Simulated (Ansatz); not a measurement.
One change: `[OH][Al]([SH])[CH2]F` becomes `[OH][AlH][CH2]F`.

Ansatz, PBE0-D4/def2-TZVP geometries, multiplicity 1. Each molecule was computed in one conformer, which needn't be the lowest.

| property | `[OH][Al]([SH])[CH2]F` |
| --- | --- |
| HOMO energy (PBE/def2-TZVPP) / eV | -6.59 |
| LUMO energy (ωB97M-V/def2-TZVPP) / eV | 1.13 |
| LUMO energy (PBE0/def2-TZVPP) / eV | -0.42 |
| LUMO energy (B3LYP/def2-TZVPP) / eV | -0.72 |
| ideal-gas entropy at 298 K and 1 bar (rigid rotor, harmonic PBE0-D4/def2-TZVP) / J/(mol·K) | 379 |
| HOMO energy (ωB97M-V/def2-TZVPP) / eV | -10.05 |

**Question.** Give the same properties after the change, and the shifts. (An estimate is asked.)

**Answer.** The calculation gave: 
```tsv
property	`[OH][AlH][CH2]F`	shift
HOMO energy (PBE/def2-TZVPP) / eV	-6.43	0.16
LUMO energy (ωB97M-V/def2-TZVPP) / eV	0.80	-0.33
LUMO energy (PBE0/def2-TZVPP) / eV	-0.77	-0.35
LUMO energy (B3LYP/def2-TZVPP) / eV	-1.01	-0.29
ideal-gas entropy at 298 K and 1 bar (rigid rotor, harmonic PBE0-D4/def2-TZVP) / J/(mol·K)	325	-54
HOMO energy (ωB97M-V/def2-TZVPP) / eV	-10.14	-0.09
```

The zero-point energy changes by -7.7 kJ/mol with -3 modes. Modes under 60 cm⁻¹, often nearly free rotors, make the harmonic entropy too high.

B3LYP here is the variant with VWN-RPA as its local correlation; programs differ in this.
